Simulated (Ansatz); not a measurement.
Molecule: PtO, charge 0, multiplicity 3. The spin state was set by rule; other spins were not relaxed. SMILES: [O]=[Pt]
Coordinates optimised at B3LYP-D3(BJ)/def2-TZVP (Ansatz, a quantum-chemistry and plane-wave program):
```
Pt
O 1 1.7369
```
Charge 0, spin multiplicity 3.

**Question.** Give the harmonic wavenumbers at B3LYP-D3(BJ)/def2-TZVP (Ansatz, finite differences of forces, unscaled).

**Answer.** 846 cm⁻¹. Zero-point energy 1.2 kcal/mol.

**Question.** From these and the geometry, give the ideal-gas thermochemistry at 298.15 K and 1 atm (rigid rotor, harmonic oscillator).

**Answer.** Point group C∞v, rotational symmetry number 1. Rotational constants 11.33, 11.33 GHz. S(trans) 41.94, S(rot) 14.52, S(vib) 0.17, S(elec, spin only) 2.18, S 58.8 cal/(mol K). H(298) - H(0) 2.12 kcal/mol; G - E(el) -14.2 kcal/mol.
